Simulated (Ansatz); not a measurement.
A run of Ansatz (development build ahead of 0.2.0) on quartet TiCl at this shape:

```tsv
atom	x (Å)	y (Å)	z (Å)
Ti	0.0000	0.0000	0.0000
Cl	0.0000	0.0000	3.4045
```

Its results:

```json
{
  "Converged": "yes",
  "Total energy": "-1309.19970 hartree",
  "Spin squared of the determinant": "3.815",
  "Stability test": "minimum"
}
```

Which input gives this output? Name the method, the orbitals and the basis set, and write the input.

PBE (unrestricted) in pcseg-2.

```yaml
crystal:
  periodic: [false, false, false]
  atoms:
    - { symbol: Ti, position_ang: [0.0, 0.0, 0.0] }
    - { symbol: Cl, position_ang: [0.0, 0.0, 3.4045] }
basis:
  gaussian: { orbitals: pcseg-2 }
magnetization:
  spin_polarized: true
  initial_magnetization: 3
hamiltonian:
  xc: pbe
```

Caution: other spin multiplicities were not run.
